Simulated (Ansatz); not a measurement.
Cost and result for the atomization energy of `CCC1CCCC1` (21 atoms, 21 bonds).

Z-matrix (Å, degrees):
```
C
C 1 1.520
H 1 1.094 2 111.0
H 1 1.093 2 111.5 3 119.9
H 1 1.092 2 111.4 3 -120.0
C 2 1.518 1 113.8 3 -58.1
H 2 1.096 1 109.4 3 64.2
H 2 1.097 1 109.7 3 -179.9
C 6 1.525 2 114.4 1 178.4
C 6 1.529 2 115.0 1 -63.8
H 6 1.100 2 108.5 1 57.7
C 9 1.527 6 104.2 2 166.5
H 9 1.093 6 113.1 2 -70.2
H 9 1.097 6 108.7 2 48.8
C 10 1.537 6 105.3 2 -161.1
H 10 1.097 6 108.5 2 -43.0
H 10 1.092 6 113.2 2 75.5
H 12 1.093 9 109.7 6 87.8
H 12 1.092 9 112.5 6 -153.6
H 15 1.092 10 111.2 6 139.6
H 15 1.092 10 111.0 6 -102.1
```

Total charge 0; spin multiplicity 1. All single points use the PBE0-D4/def2-TZVP geometry. It is one conformer, not always the lowest. Program: Ansatz. All runs use 2 threads of an AMD EPYC 7R13 on a shared host and a share of an NVIDIA H100 80 GB. Times are those of one run each, without the atoms' runs, and a repeat can differ threefold. Electronic energies, without spin–orbit coupling; frozen cores. CCSD(T)/CBS adds CCSD(T) − MP2 in def2-TZVPP to the MP2 limit, and its time is that of the two runs behind it. T1 = 0.009. HSE06 is the plane-wave form, built on full-range PBE exchange.

CCSD(T)/CBS is a level of theory with its own doubt, some kJ/mol a heavy atom from the limit and from the frozen cores, so smaller differences don't rank the functionals.

| level | functions | wall time |
| --- | --- | --- |
| BLYP-D4/def2-TZVPP | 413 | 3.6 s |
| CCSD(T)/def2-SVP | 168 | 3.9 s |
| PBE0-D4/def2-TZVPP | 413 | 3.9 s |
| r2SCANh-D4/def2-TZVPP | 413 | 4.4 s |
| PBE-D4/def2-TZVPP (with forces) | 413 | 4.7 s |
| HSE06-D4/def2-TZVPP | 413 | 6 s |
| CAM-B3LYP-D4/def2-TZVPP | 413 | 6 s |
| B2PLYP/def2-TZVPP | 413 | 6 s |
| BHLYP-D4/def2-TZVPP | 413 | 6.5 s |
| MP2/def2-QZVPP | 819 | 9 s |
| ωB97M-V/def2-TZVPP (with forces) | 413 | 9.5 s |
| CCSD(T)/def2-TZVPP | 413 | 28 s |
| CCSD(T)/CBS(def2) | – | 37 s |

(1) What atomization energy does each give, and how far from CCSD(T)/CBS? (An estimate is asked.)

Answers

(1) Computed: 
```csv
level,atomization (kJ/mol),difference from CCSD(T)/CBS,per bond
BLYP-D4/def2-TZVPP,8534.0,-57.4,-2.7
CCSD(T)/def2-SVP,8305.1,-286.3,-13.6
PBE0-D4/def2-TZVPP,8676.3,84.9,4.0
r2SCANh-D4/def2-TZVPP,8589.6,-1.8,-0.1
PBE-D4/def2-TZVPP (with forces),8758.2,166.8,7.9
HSE06-D4/def2-TZVPP,8680.8,89.4,4.3
CAM-B3LYP-D4/def2-TZVPP,8634.2,42.8,2.0
B2PLYP/def2-TZVPP,8511.2,-80.2,-3.8
BHLYP-D4/def2-TZVPP,8420.4,-171.0,-8.1
MP2/def2-QZVPP,8609.8,18.4,0.9
ωB97M-V/def2-TZVPP (with forces),8619.5,28.1,1.3
CCSD(T)/def2-TZVPP,8420.3,-171.1,-8.1
CCSD(T)/CBS(def2),8591.4,0.0,0.0
```

At CCSD(T), def2-SVP lies −286.4 kJ/mol from the extrapolated value and def2-TZVPP −171.1 kJ/mol: correlation converges slowly with the basis, and small sets miss more of it in the bonded molecule than in its fragments. Leaving LDA and LC-ωPBE aside and taking each functional with its dispersion term where it has one, the values spread over 337.7 kJ/mol, from BHLYP-D4 to PBE-D4. LDA lies +1032.6 kJ/mol from PBE without D4, its usual overbinding. From PBE to PBE0 (25 % exact exchange), in def2-TZVPP and without D4, the atomization energy moves by −74.6 kJ/mol: exact exchange takes away binding that semilocal exchange gives to molecules.
